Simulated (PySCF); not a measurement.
## Electronic structure of N²⁺ (nitrogen, charge +2) at the LDA level

Configuration: [He] 2s1 2p1 3d1, one real determinant (an excited configuration). Calculation: PySCF 2.14, in aug-cc-pVTZ with one added diffuse shell each of s, p, d, f type (6s5p4d3f, 62 functions); the non-relativistic Hamiltonian (point nucleus).

* Total energy: -51.0195 hartree
* One-electron energy: -62.1879 hartree
* Hartree (Coulomb) energy: 16.2789 hartree
* Exchange-correlation energy: -5.1105 hartree
* Kinetic energy: 50.86132 hartree
* ⟨S²⟩: 3.7500
* ⟨L²⟩: 8.000
* Sum of ⟨r⟩: 5.676 bohr
* Sum of ⟨r²⟩: 13.80 bohr²
* Traceless quadrupole moment −½Σ⟨3z² − r²⟩ along its main axis: 2.56 e·bohr²
* Density at the nucleus (Gaussians lack the cusp): 194 bohr⁻³
* Spin density at the nucleus: 6.77 bohr⁻³
* Langevin diamagnetic susceptibility: -10.9 ×10⁻⁶ cm³/mol

| shell | electrons | mean orbital energy (hartree) | rms radius, mean of both spins (bohr) |
| --- | --- | --- | --- |
| 1s α | 1 | -16.02062 | 0.268 |
| 1s β | 1 | -15.93961 | 0.268 |
| 2s α | 1 | -2.17678 | 1.22 |
| 2p α | 1 | -1.78916 | 1.16 |
| 3d α | 1 | -0.45720 | 3.29 |

⟨L²⟩ = 8.00 against 12 for a pure F term, so this real determinant mixes terms. The outer electron is Rydberg-like, and this basis confines it to a smaller radius and binds it less than a complete one would.
